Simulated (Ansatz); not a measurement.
**Molecular dynamics of C₃H₁₁OPSi**

The input (input.yaml):

```yaml
crystal:
  periodic: [false, false, false]
  atoms:
    - { symbol: C, position_ang: [-0.932113, -1.700508, -1.181158] }
    - { symbol: C, position_ang: [-0.010333, -1.671099, 0.071223] }
    - { symbol: Si, position_ang: [0.367224, 0.082873, 0.679811] }
    - { symbol: P, position_ang: [-1.413445, 1.220991, 1.434878] }
    - { symbol: O, position_ang: [1.086817, 0.854367, -0.707611] }
    - { symbol: C, position_ang: [1.540281, 2.196977, -0.325129] }
    - { symbol: H, position_ang: [-1.915287, -1.239425, -0.964826] }
    - { symbol: H, position_ang: [-1.112206, -2.739045, -1.518857] }
    - { symbol: H, position_ang: [-0.472459, -1.142663, -2.019216] }
    - { symbol: H, position_ang: [0.943488, -2.178432, -0.171294] }
    - { symbol: H, position_ang: [-0.479837, -2.254554, 0.886957] }
    - { symbol: H, position_ang: [1.346175, 0.017234, 1.771565] }
    - { symbol: H, position_ang: [-2.274199, 0.6476, 0.458062] }
    - { symbol: H, position_ang: [-1.718425, 0.176517, 2.352179] }
    - { symbol: H, position_ang: [0.713936, 2.864145, 0.035729] }
    - { symbol: H, position_ang: [2.330505, 2.194881, 0.470819] }
    - { symbol: H, position_ang: [1.980877, 2.669741, -1.232834] }
magnetization:
  spin_polarized: true
basis:
  gaussian: { orbitals: STO-3G }
hamiltonian:
  xc: pbe
  dispersion: d4
md:
  timestep: 1.0
  n_steps: 106
  ensemble: nve
  temperature: 400.0
  initial_velocities: maxwell_boltzmann
  seed: 616353
```

Launched with:

```bash
$ ansatz run input.yaml --threads 1 --pin off --max-ram 2048MiB --backend cpu --events-out ev --progress --plain --runs-dir out
```

It starts from a relaxed structure.

Output, in part (step lines, the closing report, with atoms numbered from 0):

```
md step     0: t =     0.00 fs  T =   400.0 K  F+E_penalty+E_count = -22226.07896798 eV  E_kin = 0.775560 eV  conserved = -22225.30340799 eV  (25 SCF iters)
[... lines left out ...]
Total energy: -22225.62298483 eV, -816.7765796242 hartree
Atom 0 at    -0.713735    -1.573576    -1.300912 Å, force     0.184404     0.593365     1.617412 eV/Å
Atom 1 at    -0.011381    -1.665879     0.129685 Å, force     0.115371    -0.485925    -0.787128 eV/Å
Atom 2 at     0.328240     0.076593     0.727653 Å, force     0.940953     0.368570     0.415845 eV/Å
Atom 3 at    -1.419665     1.216863     1.523986 Å, force    -0.223166    -0.751059     0.967825 eV/Å
Atom 4 at     0.944580     0.801435    -0.726794 Å, force    -0.377619     0.332094    -0.269332 eV/Å
Atom 5 at     1.540681     2.119508    -0.479222 Å, force    -0.602387    -0.171286     1.078144 eV/Å
Atom 6 at    -1.570368    -0.849852    -1.185649 Å, force    -0.086215    -1.174494    -0.381057 eV/Å
Atom 7 at    -0.957378    -2.616237    -1.613696 Å, force    -0.414638     0.713573    -0.386958 eV/Å
Atom 8 at    -0.035125    -1.049699    -2.011141 Å, force     0.100854    -0.566284     0.061324 eV/Å
Atom 9 at     0.910803    -2.282877     0.008990 Å, force    -0.061299     0.474043     0.106506 eV/Å
Atom 10 at    -0.606611    -2.213997     0.889634 Å, force    -0.372309     0.049632    -0.401901 eV/Å
Atom 11 at     1.388644     0.067179     1.768723 Å, force    -0.298418     0.028054    -0.265020 eV/Å
Atom 12 at    -2.115738     1.068190     0.327572 Å, force    -0.396893     0.043372    -0.804936 eV/Å
Atom 13 at    -2.036887    -0.013632     1.996874 Å, force     0.378999     0.708950    -0.080027 eV/Å
Atom 14 at     0.854432     3.029110    -0.269174 Å, force     0.523696    -1.254275    -0.038420 eV/Å
Atom 15 at     2.317362     2.021676     0.299928 Å, force     0.064170     0.490518     0.934593 eV/Å
Atom 16 at     2.133915     2.346500    -1.343931 Å, force     0.524497     0.601152    -1.766871 eV/Å
Dipole moment:    -0.014579    -0.041412     0.101645 e Å
```

The steps, from the saved trajectory:

```
time (fs)  T (K)  potential energy less start (eV)  conserved less start (meV/atom)
        0    400                             0.000                             0.00
        3    175                             0.461                             1.47
        6    174                             0.450                             0.69
        9    234                             0.334                             0.76
       12    235                             0.340                             1.21
       15    233                             0.335                             0.62
       18    171                             0.468                             1.39
       21    227                             0.347                             0.71
       24    172                             0.458                             0.91
       27    163                             0.482                             1.29
       30    300                             0.199                             0.32
       33    169                             0.469                             1.32
       36    158                             0.482                             0.76
       39    181                             0.439                             0.86
       42    232                             0.343                             0.96
       45    221                             0.360                             0.71
       48    146                             0.513                             1.26
       51    199                             0.402                             0.71
       54    176                             0.451                             0.93
       57    165                             0.476                             1.21
       60    261                             0.281                             0.63
       63    166                             0.476                             1.29
       66    179                             0.442                             0.77
       69    182                             0.439                             0.98
       72    238                             0.326                             0.69
       75    209                             0.383                             0.76
       78    178                             0.447                             1.00
       81    176                             0.449                             0.86
       84    169                             0.468                             1.15
       87    223                             0.361                             1.01
       90    222                             0.360                             0.88
       93    138                             0.528                             1.15
       96    185                             0.430                             0.75
       99    243                             0.317                             0.74
      102    201                             0.402                             0.90
      105    173                             0.455                             0.84
```

All steps were run. The conserved energy stayed within 1.6 meV per atom of its start (net change 0.83 meV per atom), so the integration is sound. Over the second half the temperature averaged 0.48 of the 400 K drawn at the start: a run that starts near a minimum puts about half its kinetic energy into the potential. A run of 0.11 ps of so small a system gives no equilibrium averages. Limits of this set-up: minimal basis.

The same pairs are bonded in the first frame and the last. Pairs count as bonded within 1.25 times the sum of covalent radii (0.12 Å more for H–H).

Last frame:

```xyz
17
Properties=species:S:1:pos:R:3
C -0.714 -1.574 -1.301
C -0.011 -1.666 0.130
Si 0.328 0.077 0.728
P -1.420 1.217 1.524
O 0.945 0.801 -0.727
C 1.541 2.119 -0.479
H -1.570 -0.850 -1.186
H -0.957 -2.616 -1.614
H -0.035 -1.050 -2.011
H 0.911 -2.283 0.009
H -0.607 -2.214 0.890
H 1.389 0.067 1.769
H -2.116 1.068 0.328
H -2.037 -0.014 1.997
H 0.854 3.029 -0.269
H 2.317 2.022 0.300
H 2.134 2.346 -1.344
```

Time of the run: 10 min on 1 thread of Arm Neoverse V2, on a shared host, peak memory 0.12 GiB.
